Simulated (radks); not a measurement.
Values are calculated unless marked as measured or tabulated.
Q: Valence configurations of the iodine ion I3+ (all share [Kr]). Level of theory: Dirac Kohn-Sham, PBE, spin-unpolarised, spherical densities, point nucleus; open shells fill j = l - 1/2 first (a radial shooting solver on a logarithmic mesh with Libxc functionals). Order these by energy: 4d7 5s1.5 5p5.5; 4d9 5s1 5p4; 4d7.5 5s1.5 5p5; 4d10 5s1 5p3; 4d8 5s2 5p4; 4d10 5s1.5 5p2.5; 4d8 5s1 5p5; 4d10 5s2 5p2; 4d9 5s2 5p3; 4d9.5 5s2 5p2.5.

A: From the lowest, in eV above it: 4d10 5s2 5p2 0.000; 4d10 5s1.5 5p2.5 6.299; 4d10 5s1 5p3 12.629; 4d9.5 5s2 5p2.5 24.448; 4d9 5s2 5p3 50.198; 4d9 5s1 5p4 63.519; 4d8 5s2 5p4 105.63; 4d8 5s1 5p5 119.63; 4d7.5 5s1.5 5p5 142.48; 4d7 5s1.5 5p5.5 173.66. NIST lists [Kr] 4d10 5s2 5p2 as the ground configuration; this level of theory agrees among the configurations tried. The energies are those of spherical spin-averaged densities, not of single terms.
